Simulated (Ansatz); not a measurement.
System: SeF3 (charge +1, singlet). 
Geometry from a B3LYP-D3(BJ)/def2-TZVP (Ansatz, an electronic-structure program) optimisation:
```
Se
F 1 1.6652
F 1 1.6652 2 97.43
F 1 1.6652 2 97.43 3 -98.54
```
Charge +1, spin multiplicity 1.

Basis-set convergence of Hartree-Fock and CCSD(T) correlation energies (hartree) with Ansatz. Valence correlation only, unless marked. No spin-orbit coupling. The frozen core is the preceding noble-gas configuration, with the filled d and f shells of earlier blocks. Non-relativistic.

```json
[
 {"basis": "aug-cc-pVDZ", "functions": "105", "E(HF)": "-2697.76980", "E(corr, CCSD(T))": "-0.78141", "rough core time": "under 20 s"},
 {"basis": "aug-cc-pVTZ", "functions": "197", "E(HF)": "[?]", "E(corr, CCSD(T))": "[?]", "rough core time": "21 s"}
]
```

Question: Some entries are withheld; supply them.

Answer: 
- aug-cc-pVTZ, E(HF): -2697.94568
- aug-cc-pVTZ, E(corr, CCSD(T)): -0.97449
